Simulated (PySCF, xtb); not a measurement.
Se(Br)(SMe) (CH3BrSSe), SMILES CS[Se]Br.

GFN2-xTB in xtb at its own geometry gives an orbital gap of 2.75 eV and a dipole moment of 4.93 D.

Geometry optimised at r2SCAN-D4/def2-SVP. The structure was generated by enumeration, and PubChem lists no compound with its InChIKey, so it may never have been made. One conformer was computed; it need not be the lowest.

### Question
What does PBE/def2-TZVP run with PySCF give? (An estimate is asked for; the answer gives what the named calculation found.)

### Answer
gap 2.28 eV (levels -5.69 and -3.42 eV), dipole 2.59 D.
